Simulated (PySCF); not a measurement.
Gas-phase reaction: TiCl₄.NH₃ = TiCl₃NH₂ + HCl

Computed with PySCF and rigid-rotor harmonic-oscillator thermochemistry at 1 bar. † marks an energy on the PBE0/def2-TZVP geometry and frequencies; other levels use their own. MP2 and CCSD(T) freeze the core. 6-31G* has spherical d functions here. All species are closed-shell singlets. B3LYP is the form with VWN-RPA correlation. Adducts (TiCl₄.NH₃) have no counterpoise correction, and HF, PBE, BLYP, B3LYP and PBE0 lack dispersion. TiCl₄.NH₃, TiCl₃NH₂: computed as isolated molecules; such fragments, hydroxides, amides, oligomers or adducts are transient or little studied in the gas. MP2 isn't extrapolated to the basis-set limit; its ΔH°(298 K) is 140.5 kJ in def2-SVP and 129.4 kJ in def2-TZVPP. CCSD(T) isn't extrapolated to the basis-set limit. The harmonic model lacks anharmonicity and excited electronic states, which grow with temperature; levels with a mode under 35 cm⁻¹ are left out. Soft modes under 120 cm⁻¹ make the harmonic entropy rough for TiCl₄.NH₃, TiCl₃NH₂. Warning, large T1 diagnostic: TiCl₃NH₂, TiCl₄.NH₃ (CCSD(T)/def2-SVP†).

```csv
level,"ΔE electronic, kJ","ΔH°(298 K), kJ","ΔS°(298 K), J/K","ΔG°(1600 K), kJ"
B3LYP/6-31G*,147,125,166,-140
B3LYP/def2-TZVP†,124,104,166,-160
CCSD(T)/def2-SVP†,154,134,166,-131
M06-2X/def2-TZVP†,149,129,166,-135
MP2/def2-TZVPP†,150,129,166,-135
PBE/def2-SVP,153,134,163,-125
PBE/def2-TZVP†,137,116,166,-148
PBE0/def2-SVP†,153,133,166,-131
PBE0/def2-TZVP,139,119,166,-146
LDA/def2-TZVP†,171,151,166,-114
ωB97X-V/def2-TZVP†,140,120,166,-145
```
ΔH° is lowest at B3LYP/def2-TZVP† and highest at LDA/def2-TZVP†. No reference value is set beside these.
